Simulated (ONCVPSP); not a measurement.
# What one change does to a pseudopotential (gallium (Ga), ONCV)

gallium, optimised norm-conserving Vanderbilt (ONCV), made with ONCVPSP 4.0.1 (PBE, scalar-relativistic). Core [Ne], reference 3s2 3p6 3d10 4s2 4p1. Waves: 3s+4s: rc 0.85 bohr, ncon 4, nbas 8, qcut 12.9 1/bohr, 2 projectors; 3p+4p: rc 1.20 bohr, ncon 3, nbas 6, qcut 9.4 1/bohr, 2 projectors; 3d: rc 0.70 bohr, ncon 3, nbas 7, qcut 16.1 1/bohr, local. Local part: the d channel. Core correction: none.

Change: s: rc 1.06.

Cutoffs: the cutoffs (Ha) at which the residual kinetic energy of the hardest occupied pseudo-wave falls to 1 and 0.1 mHa per electron; they do not see the model core or the augmentation charge, which bear on the density cutoff. Errors are all-electron minus pseudo energies relative to the spin-unpolarised reference configuration.

Problem. How do hardness, ghosts and transferability respond?

Solution. The potential gets neither clearly harder nor softer (143 Ha and 471 Ha → 143 Ha and 471 Ha); the bound ghost in s disappears; of the 3 tests that both files solve, the error grows in 1 and shrinks in 0 by more than 15 % and 0.3 meV (median size 1.5 → 1.6 meV).

| quantity | base | changed |
| --- | --- | --- |
| cutoff, loose | 143 Ha | 143 Ha |
| cutoff, tight | 471 Ha | 471 Ha |
| loose cutoff by channel | s 70 Ha, p 39 Ha, d 143 Ha | s 55 Ha, p 39 Ha, d 143 Ha |
| bound ghosts | s | none |
| GHOST(+) flags under 300 eV | none | none |
| tests with a reliable result | 3 of 4 | 3 of 4 |
| error for 3s2 3p6 3d10 4s2 4p0, meV [ΔE 5.69 eV] | -0.4 | -0.4 |
| error for 3s2 3p6 3d10 4s1 4p0, meV [ΔE 26.82 eV] | -1.5 | -1.6 |
| error for 3s1 3p6 3d10 4s2 4p1, meV [ΔE 157.69 eV] | -72 | -112 |
| p: phases at 1.22 bohr within 0.05 rad from the reference energy up to (Ha; the scan ends near 5) | to the end of the scan | to the end of the scan |
| d: phases at 0.71 bohr within 0.05 rad from the reference energy up to (Ha; the scan ends near 5) | to the end of the scan | to the end of the scan |

 A true bound ghost makes a file unfit for plane-wave use even where its test errors are small: the radial tests pick states by their node count and pass the ghost by.
